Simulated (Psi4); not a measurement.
C$_{4}$H$_{11}$S (SMILES CC(C)(C)[SH2+]), charge +1, singlet, at a GFN2-xTB geometry, atoms displaced at random by about 0.03 Å a coordinate; HF/STO-3G, gradient (Psi4).

Psi4 was given this input:
```
memory 2 GB

molecule mol {
1 1
C    -0.489878    1.225905    1.089742
C    -0.390454   -0.054923    0.264639
C    -0.196766   -1.319014    1.076891
C    -1.536513   -0.214810   -0.691036
S     1.215110    0.050272   -0.872250
H    -1.361115    1.126690    1.674467
H    -0.553884    2.113006    0.450288
H     0.332255    1.341405    1.781260
H    -0.055452   -2.121761    0.461836
H    -1.037051   -1.465163    1.667769
H     0.676194   -1.179690    1.762165
H    -1.337575   -1.016043   -1.462672
H    -1.620993    0.706939   -1.367118
H    -2.476936   -0.357230   -0.186434
H     1.019366    1.318665   -1.295378
H     2.038801    0.512156    0.112481
symmetry c1
no_reorient
no_com
}

set {
  basis sto-3g
  reference rhf
}

gradient('scf')
print_variables()
```

### Question
Predict the main parts of the log of this Psi4 run.

### Answer

```
gradient() will perform analytic gradient computation.

   => Loading Basis Set <=

    Name: STO-3G
    Role: ORBITAL
    Keyword: BASIS

         ---------------------------------------------------------
                                   SCF
               by Justin Turney, Rob Parrish, Andy Simmonett
                          and Daniel G. A. Smith
                              RHF Reference
         ---------------------------------------------------------

  ==> Geometry <==

    Molecular point group: c1
    Full point group: C1

    Geometry (in Angstrom), charge = 1, multiplicity = 1:

       Center              X                  Y                   Z               Mass
    ------------   -----------------  -----------------  -----------------  -----------------
         C           -0.489878000000     1.225905000000     1.089742000000    12.000000000000
         C           -0.390454000000    -0.054923000000     0.264639000000    12.000000000000
         C           -0.196766000000    -1.319014000000     1.076891000000    12.000000000000
         C           -1.536513000000    -0.214810000000    -0.691036000000    12.000000000000
         S            1.215110000000     0.050272000000    -0.872250000000    31.972071174400
         H           -1.361115000000     1.126690000000     1.674467000000     1.007825032230
         H           -0.553884000000     2.113006000000     0.450288000000     1.007825032230
         H            0.332255000000     1.341405000000     1.781260000000     1.007825032230
         H           -0.055452000000    -2.121761000000     0.461836000000     1.007825032230
         H           -1.037051000000    -1.465163000000     1.667769000000     1.007825032230
         H            0.676194000000    -1.179690000000     1.762165000000     1.007825032230
         H           -1.337575000000    -1.016043000000    -1.462672000000     1.007825032230
         H           -1.620993000000     0.706939000000    -1.367118000000     1.007825032230
         H           -2.476936000000    -0.357230000000    -0.186434000000     1.007825032230
         H            1.019366000000     1.318665000000    -1.295378000000     1.007825032230
         H            2.038801000000     0.512156000000     0.112481000000     1.007825032230

  Running in c1 symmetry.

  Rotational constants: A =      0.14658  B =      0.09479  C =      0.09347 [cm^-1]
  Rotational constants: A =   4394.21018  B =   2841.78302  C =   2802.14507 [MHz]
[...]
  @DF-RHF Final Energy:  -549.00791562759548
    Total Energy =                       -549.0079156275953665
[...]
         H            1.019366000000     1.318665000000    -1.295378000000     1.007825032230
         H            2.038801000000     0.512156000000     0.112481000000     1.007825032230

  Nuclear repulsion =  254.783013217079912

  ==> Basis Set <==

  Basis Set: STO-3G
    Blend: STO-3G
    Number of shells: 28
    Number of basis functions: 40
    Number of Cartesian functions: 40
    Spherical Harmonics?: true
    Max angular momentum: 1

  ==> DFJKGrad: Density-Fitted SCF Gradients <==

    Gradient:                    1
    J tasked:                  Yes
    K tasked:                  Yes
    wK tasked:                  No
    Integrals threads:           1
    Schwarz Cutoff:          1E-12
    Fitting Condition:       1E-10

   => Auxiliary Basis Set <=

  Basis Set: (STO-3G AUX)
    Blend: DEF2-UNIVERSAL-JKFIT
    Number of shells: 204
    Number of basis functions: 626
    Number of Cartesian functions: 731
    Spherical Harmonics?: true
    Max angular momentum: 4

  -Total Gradient:
     Atom            X                  Y                   Z
    ------   -----------------  -----------------  -----------------
       1       -0.025885292969    -0.014659560548     0.013781612457
       2       -0.026732883808     0.000943121333     0.013223850775
       3       -0.062803778040    -0.056272272044    -0.048746364412
       4        0.005825808344    -0.026707842945     0.108791501517
       5        0.008728323310    -0.027510823082    -0.032603573819
       6        0.029831037227    -0.002399128186    -0.015301527831
       7        0.003351757368     0.006617942277    -0.006777777283
       8       -0.006903478796     0.000451126090    -0.001007219197
       9       -0.009974582556     0.056313282164     0.038032257135
      10        0.041266635589     0.008184912446    -0.026912801666
      11        0.020799769462     0.010833848069     0.016262937595
      12        0.011140172207    -0.011774373551    -0.036011238982
      13        0.002990105853     0.029550919301    -0.035392968237
      14        0.004975842482     0.005252134404    -0.006145190493
      15        0.001273027128     0.007683808230     0.008133295881
      16        0.002117537213     0.013492906040     0.010673206562

  Variable Map:
  ----------------------------------------------------------------------------
[...]
  Array Variable Map:
  ----------------------------------------------------------------------------
[...]
[...]
```
